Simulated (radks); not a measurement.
The numbers below are computed, except where a source is named.
These are the eigenvalues of the occupied orbitals of an atom or ion with whole-number occupations (eV). Level of theory: scalar-relativistic Kohn-Sham, LDA (Slater exchange, VWN5 correlation), spin-polarised, spherical densities, finite nucleus; Fermi nuclear charge, rms radius of each element as measured or else 0.836 A^(1/3) + 0.57 fm (a radial shooting solver on a logarithmic mesh with Libxc functionals).

1s up: -61601.13
1s down: -61600.71
2s up: -12323.87
2s down: -12311.24
2p up: -11168.08
2p down: -11157.87
3s up: -4373.448
3s down: -4359.882
3p up: -4022.942
3p down: -4009.246
3d up: -3624.731
3d down: -3608.004

Which element is it, and in what charge state? The configuration may be excited. Open shells, if any, are filled with parallel spins first.

Answer. Z = 69, thulium, charge +44: Tm44+ in [Ar] 3d7. The list shows which subshells hold electrons but not how many an open one holds; the 1s level, -2263.8 hartree, gives Z - s = 67.3 by -(Z - s)^2/2, which with screening and relativity narrows Z to a few neighbours, and the depths of the outer levels then fix element, charge and occupations together.
